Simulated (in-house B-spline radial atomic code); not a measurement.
## RPA and G0W0 on HSE06: the chromium ion Cr⁶⁺

Configuration [Ne] 3s2 3p6, mean-field start HSE06. Computed with an all-electron radial atomic-structure program (B-spline basis): all electrons, scalar-relativistic (spin-free one-electron X2C), finite nucleus, each spin shell either full or empty, empty states to l = 9 with an (l + 1/2)⁻⁴ tail; G0W0 by contour deformation at full frequency.

Command:
```bash
python run_gw.py task.json out
```
Settings (radii: box in bohr, nucleus in fm):
```
Z                        24
electrons                18
configuration            [Ne] 3s2 3p6
hamiltonian              x2c
method                   hse06
lmax                     9
rms_radius               3.6452
spin_polarised           False
box_radius               9.29
intervals                67
```

Time taken, with all properties: 1.9 s on 1 thread of Arm Neoverse V2, with other jobs on the host.

Energies (hartree):

```
                                     term        value
                         mean-field total  -1040.87266
Hartree-Fock functional on these orbitals  -1040.22234
                      direct second order      -1.3775
                    second-order exchange       0.4607
                         SOSEX correction      0.42345
```

Task: What is the RPA correlation energy, and what remains with SOSEX?

Result: RPA gives -1.2163 hartree (-1.84 eV per electron); RPA + SOSEX gives -0.79288, and the second-order doubles -0.91676 hartree (no singles). SOSEX takes back 35 % of the RPA value.

Quasi-particle levels (eV):

```tsv
level	occupied	mean field	Σx - vxc	Σc	QP weight	G0W0
3p	yes	-151.51	-8.89	?	?	?
2p	yes	-688.76	-34.85	11.16	0.860	-712.45
3d	no	-99.44	11.44	-3.13	0.972	-91.13
```

G0W0 = mean field + (Σx - vxc) + Σc, with Σc (partial-wave tail included) taken at the quasi-particle energy. Only the outer levels were computed. Levels of low weight are left out.

Task: Where does G0W0 put 3p?

Result: At -160.78 eV, with Σc = -0.38 eV and a quasi-particle weight of 0.960. The tabulated removal energy is 160.29 ± 0.06 eV (NIST, semi-empirical); the calculation leaves out spin-orbit coupling, Breit and QED terms, and what these don't explain is the method's own error.
